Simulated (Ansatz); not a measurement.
Compare A (`F[Si]1(F)CS1`) with its isomer B (`F[C@H]1S[Si@@H]1F`).

Calculated with Ansatz (gas phase, PBE0-D4/def2-TZVP geometries, no zero-point term in ΔE). CCSD(T)/CBS adds triple-zeta CCSD(T) − MP2 to the extrapolated MP2 energy (def2 sets, frozen cores). Functionals use def2-TZVPP.

Question: Which isomer does CCSD(T)/CBS put lower? Give the gap. (Estimate.)

Answer: Ansatz gave: A, by 233.1 kJ/mol.

Question: Give E(B) − E(A) in kJ/mol with MP2/def2-TZVPP, PBE0-D4, r2SCAN-D4, BLYP-D4, B2PLYP, LDA (SPW92), CCSD(T)/def2-TZVPP. (Estimate.)

Answer: Computed: MP2/def2-TZVPP 240.2, PBE0-D4 217.6, r2SCAN-D4 223.3, BLYP-D4 211.5, B2PLYP 227.9, LDA (SPW92) 203.9, CCSD(T)/def2-TZVPP 231.6. None reverses the order clearly.

Question: Does the order hold for the free energy at 298.15 K (harmonic terms from PBE0-D4)? (Best estimate.)

Answer: The calculation gave: Yes: G(B) − G(A) = +226.5 kJ/mol.

Largest T1 diagnostic: 0.013.

From r2SCAN to r2SCAN0 (25 % exact exchange), in def2-TZVPP and without D4, E(B) − E(A) moves by +6.8 kJ/mol. At CCSD(T), def2-SVP lies −27.1 kJ/mol from the extrapolated value and def2-TZVPP −1.5 kJ/mol.
